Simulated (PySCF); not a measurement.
ClCu, charge -1, multiplicity 2. Atoms are numbered in the order given.

```xyz
2

Cu     0.0000     0.0000    -0.8174
Cl     0.0000     0.0000     1.3943
```
Charge -1, spin multiplicity 2.

Geometry: PBE0-D3(BJ)/def2-TZVPD. The spin state was assumed, not searched.

Level of theory: PySCF with B3LYP/def2-TZVPD.

Mulliken values depend strongly on the basis, most of all with diffuse functions as here. ESP charges are fitted to the potential on shells at 1.4 to 2.0 van der Waals radii. Atomic charges (e):

| atom | ESP fit | Mulliken | Mulliken spin |
|---|---|---|---|
| Cu1 | -0.38 | -0.53 | 1.04 |
| Cl2 | -0.62 | -0.47 | -0.04 |
